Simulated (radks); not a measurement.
Excited configurations of Xe2+: one electron is placed in a higher orbital outside [Kr] 4d10 5s2 5p3. The ground configuration is [Kr] 4d10 5s2 5p4. Method: Dirac Kohn-Sham, PBE, spin-unpolarised, spherical densities, finite nucleus; open shells fill j = l - 1/2 first; Fermi nuclear charge, rms radius 4.7859 fm; computed with a radial shooting solver on a logarithmic mesh with Libxc functionals. Excitation = E - E(ground); binding = E(ion) - E, where the ion is the core of charge +3; n* = 3/sqrt(2 binding) in atomic units, and the quantum defect is n - n*.

4f5/2: excitation (eV) 20.375; binding (eV) 10.713; n* 3.381; quantum defect 0.619; <r> (bohr) 3.045
5d3/2: excitation (eV) 14.616; binding (eV) 16.471; n* 2.727; quantum defect 2.273; <r> (bohr) 3.011
5f5/2: excitation (eV) 24.003; binding (eV) 7.084; n* 4.158; quantum defect 0.842; <r> (bohr) 6.651
6s1/2: excitation (eV) 15.339; binding (eV) 15.749; n* 2.788; quantum defect 3.212; <r> (bohr) 4.062
6p1/2: excitation (eV) 18.306; binding (eV) 12.782; n* 3.095; quantum defect 2.905; <r> (bohr) 4.703
6d3/2: excitation (eV) 22.522; binding (eV) 8.565; n* 3.781; quantum defect 2.219; <r> (bohr) 6.468
6f5/2: excitation (eV) 26.274; binding (eV) 4.813; n* 5.044; quantum defect 0.956; <r> (bohr) 10.97
7s1/2: excitation (eV) 22.442; binding (eV) 8.646; n* 3.763; quantum defect 3.237; <r> (bohr) 7.339
7p1/2: excitation (eV) 23.666; binding (eV) 7.421; n* 4.062; quantum defect 2.938; <r> (bohr) 8.256
7d3/2: excitation (eV) 25.651; binding (eV) 5.436; n* 4.746; quantum defect 2.254; <r> (bohr) 10.69
7f5/2: excitation (eV) 27.635; binding (eV) 3.452; n* 5.956; quantum defect 1.044; <r> (bohr) 16.26

The Delta-SCF ionisation energy is 31.087 eV (NIST Atomic Spectra Database: 31.05 eV, semi-empirical). Self-interaction in the functional shifts the binding energies and quantum defects, so they are the method's values and not measured ones. Spin polarisation and multiplet splitting are left out, so open shells lie too high by an amount that depends on their filling.

Beside tabulated values, note that spin-unpolarised runs miss the spin-polarisation part of the exchange energy of open shells.
